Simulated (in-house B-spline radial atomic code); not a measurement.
Inner levels of indium as electrons are removed. A shift is the extra binding of the orbital against the neutral atom ([Kr] 4d10 5s2 5p1/2(1)). The density at the nucleus is averaged over the nuclear charge. Computed with a radial B-spline atomic code at the basis-set limit: Dirac-Hartree-Fock, jj configuration that fills j = l - 1/2 first, finite nuclei.

A number in brackets counts the electrons of a j subshell.

```tsv
ion	configuration	shift of 1s1/2 (eV)	radius of 1s1/2 (bohr)	Σ<r²> (bohr²)	change of density at nucleus (bohr⁻³)
In25+	[Ar] 3d3/2(4) 3d5/2(2)	972.92	0.029705	1.7393	-172.02
In26+	[Ar] 3d3/2(4) 3d5/2(1)	1065.96	0.029705	1.6028	-79.189
In27+	[Ar] 3d3/2(4)	1161.37	0.029706	1.4731	17.079
In28+	[Ar] 3d3/2(3)	1260.33	0.029707	1.3513	119.47
In29+	[Ar] 3d3/2(2)	1361.68	0.029707	1.2353	225.4
In30+	[Ar] 3d3/2(1)	1465.43	0.029708	1.1249	334.89
In31+	[Ne] 3s2 3p6	?	?	?	?
In32+	[Ne] 3s2 3p1/2(2) 3p3/2(3)	1680.33	0.029705	0.89568	575.08
In33+	[Ne] 3s2 3p1/2(2) 3p3/2(2)	1790.93	0.029701	0.77554	705.19
In34+	[Ne] 3s2 3p1/2(2) 3p3/2(1)	1903.38	0.029696	0.65908	838.29
In35+	[Ne] 3s2 3p1/2(2)	?	?	?	?
In36+	[Ne] 3s2 3p1/2(1)	2137.76	0.029687	0.44114	1066.68
In37+	[Ne] 3s2	2259.86	0.029681	0.33941	1160.1
In38+	[Ne] 3s1	2373.9	0.029679	0.23167	-978.48
In39+	[He] 2s2 2p6	?	?	?	?
In40+	[He] 2s2 2p1/2(2) 2p3/2(3)	2768.83	0.029655	0.1098	-2804.85
In41+	[He] 2s2 2p1/2(2) 2p3/2(2)	3052.56	0.029632	0.093609	-2416.97
In42+	[He] 2s2 2p1/2(2) 2p3/2(1)	3340.62	0.029608	0.078021	-2021.17
In43+	[He] 2s2 2p1/2(2)	3633.01	0.029584	0.063003	-1617.41
In44+	[He] 2s2 2p1/2(1)	3945.85	0.029554	0.049498	-1383.74
In45+	[He] 2s2	4263.65	0.029523	0.036521	-1151.41
In46+	[He] 2s1	4534.6	0.02952	0.019225	-10566.3
In47+	1s2	4808.45	0.029505	0.0023503	-20241.3
In48+	1s1	5679.39	0.029265	0.001155	-92978.5
```

Q: Fill in the row of In31+.

A: shift of 1s1/2 (eV): 1571.58; radius of 1s1/2 (bohr): 0.029709; Σ<r²> (bohr²): 1.0197; change of density at nucleus (bohr⁻³): 447.95.

Q: Fill in the row of In35+.

A: shift of 1s1/2 (eV): 2017.68; radius of 1s1/2 (bohr): 0.029692; Σ<r²> (bohr²): 0.54614; change of density at nucleus (bohr⁻³): 974.39.

Q: Fill in the row of In39+.

A: shift of 1s1/2 (eV): 2489.44; radius of 1s1/2 (bohr): 0.029677; Σ<r²> (bohr²): 0.12661; change of density at nucleus (bohr⁻³): -3184.85.
